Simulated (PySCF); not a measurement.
**Adding and removing an electron: SnS**

PBE0; basis Sn def2-SVP with ECP28, S def2-SVP; scalar-relativistic core potentials; PySCF 2.14. Neutral (UKS): singlet (closed shell), Re = 2.223 Å, ωe = 499 cm⁻¹, De = 4.85 eV, HOMO -7.25 eV, LUMO -2.40 eV.

SnS⁺ (UKS): doublet (π ↑), Re = 2.397 Å, ωe = 387 cm⁻¹, De = 3.08 eV to Sn⁺ + S. The energies at the minima are -612.27054 hartree for SnS and -611.93672 for SnS⁺.

Problem. Work out the adiabatic ionisation energy, without and with harmonic zero-point energies (1 hartree = 27.2114 eV, 1 eV = 8065.5 cm⁻¹), and the change of the bond length.

Solution. At PBE0: 0.33382 hartree = 9.084 eV between the minima; the zero-point term (387.0 − 499.0)/2 cm⁻¹ = -0.007 eV makes it 9.077 eV. Re changes by +17.4 pm against the neutral. Minus the HOMO energy is 7.25 eV, -1.83 eV from the value between the minima; self-interaction puts the Kohn–Sham level too high, less so with exact exchange. The electron leaves a π orbital; in so polar a molecule the change of length follows mostly from the change of the ionic charges.

These are scalar-relativistic numbers at best; spin–orbit coupling would shift them, the dissociation energy most. For an ion De counts to the pair picked by the measured ionisation energies or electron affinities, which need not be the lowest pair at this level. States were picked by a PBE0 search and need not be the measured ground states.
